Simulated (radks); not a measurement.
Values are calculated unless marked as measured or tabulated.
Problem. Tb7.6+, configuration [Kr] 4d10 4f(5/2: 6, 7/2: 0.4) 5s2 5p3 (fractional occupations, a model configuration). Level of theory: Dirac Kohn-Sham, BLYP, spin-unpolarised, spherical densities, point nucleus; open shells fill j = l - 1/2 first (a radial shooting solver on a logarithmic mesh with Libxc functionals).

Spin-orbit splittings of the eigenvalues, e(l+1/2) - e(l-1/2), with zeta = 2 splitting/(2l+1) and mean radii in bohr:

| shell | occ. | splitting (eV) | zeta (eV) | <r> j=l-1/2 | <r> j=l+1/2 |
|---|---|---|---|---|---|
| 2p | 6 | 746.8 | 497.9 | 0.07589 | 0.08284 |
| 3p | 6 | 154.1 | 102.8 | 0.2286 | 0.2418 |
| 3d | 10 | 33.62 | 13.45 | 0.2141 | 0.2182 |
| 4p | 6 | 34.83 | 23.22 | 0.5495 | 0.5788 |
| 4d | 10 | ? | ? | 0.6085 | 0.6184 |
| 4f | 6.4 | 0.9961 | 0.2846 | 0.7272 | 0.7335 |
| 5p | 3 | 6.568 | 4.379 | 1.295 | 1.356 |

Estimate the 4d splitting.

Solution. 6.389 eV (zeta = 2.555 eV).
